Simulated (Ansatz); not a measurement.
C11H10, SMILES `Cc1cccc2ccccc12`, relaxed with RKS PBE-D4/def2-SVP in the Gaussian-basis code of Ansatz from a rough embedded geometry. The force threshold is 0.03 eV/Å; the program also tests the step.

The species carries charge 0 and has multiplicity 1.

Start:

```xyz
21

C     0.540    2.677    0.252
C    -0.046    1.270    0.616
C    -0.835    1.135    1.801
C    -1.342   -0.026    2.089
C    -1.180   -1.176    1.342
C    -0.400   -1.116    0.159
C    -0.197   -2.229   -0.654
C     0.593   -2.169   -1.816
C     1.127   -0.997   -2.217
C     0.937    0.159   -1.415
C     0.158    0.121   -0.223
H     0.183    2.966   -0.718
H     1.639    2.509    0.288
H     0.260    3.343    1.019
H    -1.009    2.028    2.411
H    -1.981   -0.169    3.001
H    -1.614   -2.144    1.610
H    -0.660   -3.219   -0.365
H     0.693   -3.065   -2.409
H     1.718   -0.968   -3.074
H     1.416    1.069   -1.699
```

```tsv
step	energy (eV)	largest force (eV/Å)	largest move (Å)
1	-11546.9187	7.309	0.000
2	-11547.7285	2.513	0.074
3	-11547.8330	0.724	0.194
4	-11547.8564	0.090	0.091
5	-11547.8580	0.011	0.039
```

End:

```xyz
21

C     0.556    2.613    0.251
C    -0.045    1.282    0.622
C    -0.821    1.149    1.770
C    -1.404   -0.091    2.140
C    -1.211   -1.214    1.354
C    -0.424   -1.136    0.168
C    -0.207   -2.278   -0.658
C     0.561   -2.194   -1.810
C     1.146   -0.956   -2.181
C     0.954    0.174   -1.398
C     0.170    0.126   -0.207
H     0.186    2.970   -0.733
H     1.663    2.558    0.176
H     0.307    3.384    1.005
H    -0.987    2.033    2.407
H    -2.011   -0.153    3.056
H    -1.659   -2.181    1.632
H    -0.665   -3.235   -0.362
H     0.719   -3.085   -2.436
H     1.757   -0.891   -3.095
H     1.416    1.125   -1.700
```

Hardware: 4 threads of an AMD EPYC 7R13 on a shared host and a share of an NVIDIA H100 80 GB. Wall time 18 s, peak host memory 0.89 GiB.
